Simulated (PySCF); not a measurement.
## Nuclear quadrupole coupling in `C#CC(=O)O[Si@H](C)OC=O`

Species: C5H6O4Si.
Structure used (GFN2-xTB), in Å, numbered top down from 1:
```
atom  x, y, z in Å
C1     4.139   -0.309   -0.835
C2     3.091   -0.462   -0.272
C3     1.844   -0.681    0.417
O4     1.625   -1.629    1.123
O5     0.961    0.281    0.184
Si6   -0.549    0.213    0.863
C7    -1.546   -1.263    0.228
O8    -1.085    1.643    0.194
C9    -2.286    2.098    0.442
O10   -3.092    1.577    1.153
H11    5.056   -0.169   -1.330
H12   -0.443    0.369    2.304
H13   -2.569   -1.229    0.590
H14   -1.106   -2.202    0.553
H15   -1.578   -1.270   -0.862
H16   -2.470    3.043   -0.098
```

Field gradients from the PBE0/pcSseg-1 density (PySCF, non-relativistic), principal values in atomic units, ordered |Vxx| ≤ |Vyy| ≤ |Vzz|:

```tsv
atom	Vxx	Vyy	Vzz
O4	0.6533	0.9637	-1.6170
O5	-0.6276	-0.7244	1.3519
O8	-0.5475	-0.7202	1.2677
O10	0.5493	1.0556	-1.6049
```

Question: Find the asymmetry η = (Vxx − Vyy)/Vzz and the couplings χ = eQV/h (234.96 MHz × Q in barn × V in au), with Q(17O) = −0.0256 b.

Answer: 
```json
{"atom": "O4", "environment": "carbonyl oxygen", "nucleus": "17O", "η": "0.19", "χzz (MHz)": "9.73", "χxx (MHz)": "-3.93", "χyy (MHz)": "-5.80"}
{"atom": "O5", "environment": "oxygen singly bound to a carbonyl carbon", "nucleus": "17O", "η": "0.07", "χzz (MHz)": "-8.13", "χxx (MHz)": "3.77", "χyy (MHz)": "4.36"}
{"atom": "O8", "environment": "oxygen singly bound to a carbonyl carbon", "nucleus": "17O", "η": "0.14", "χzz (MHz)": "-7.63", "χxx (MHz)": "3.29", "χyy (MHz)": "4.33"}
{"atom": "O10", "environment": "carbonyl oxygen", "nucleus": "17O", "η": "0.32", "χzz (MHz)": "9.65", "χxx (MHz)": "-3.30", "χyy (MHz)": "-6.35"}
```

Question: What is Vzz at O4 in SI units (1 au = 9.71736 × 10²¹ V/m²)?

Answer: -1.6170 au = -15.713 × 10²¹ V/m².

Question: And the gradient at the other heavy atoms, for which no coupling is worked out here?

Answer: 
| atom | environment | Vzz (au) | η |
| --- | --- | --- | --- |
| C1 | terminal alkyne carbon | -0.341 | 0.59 |
| C2 | alkyne carbon | -0.241 | 0.16 |
| C3 | carbonyl carbon | 0.322 | 0.97 |
| Si6 | oxygen-bound silicon | -0.717 | 0.68 |
| C7 | Si-methyl carbon | 0.022 | 0.42 |
| C9 | carbonyl carbon | 0.426 | 0.95 |

Question: What couplings would deuterons (Q(2H) = 0.00286 b) have in place of the hydrogens, at this geometry?

Answer: 
```json
{"atom": "H11", "bonded to": "C1", "bond length (Å)": "1.051", "Vzz (au)": "0.3872", "η": "0.02", "χzz (kHz)": "260"}
{"atom": "H12", "bonded to": "Si6", "bond length (Å)": "1.454", "Vzz (au)": "0.1633", "η": "0.00", "χzz (kHz)": "110"}
{"atom": "H13", "bonded to": "C7", "bond length (Å)": "1.086", "Vzz (au)": "0.3206", "η": "0.01", "χzz (kHz)": "215"}
{"atom": "H14", "bonded to": "C7", "bond length (Å)": "1.086", "Vzz (au)": "0.3204", "η": "0.01", "χzz (kHz)": "215"}
{"atom": "H15", "bonded to": "C7", "bond length (Å)": "1.091", "Vzz (au)": "0.3156", "η": "0.00", "χzz (kHz)": "212"}
{"atom": "H16", "bonded to": "C9", "bond length (Å)": "1.104", "Vzz (au)": "0.2745", "η": "0.02", "χzz (kHz)": "184"}
```

Isolated species at its GFN2-xTB geometry (one conformer only). GFN2-xTB bond lengths can be off by several hundredths of an ångström, more for odd bonds, and the gradients follow them. The basis is small and wasn't made for field gradients, so the couplings can be 20 % off.
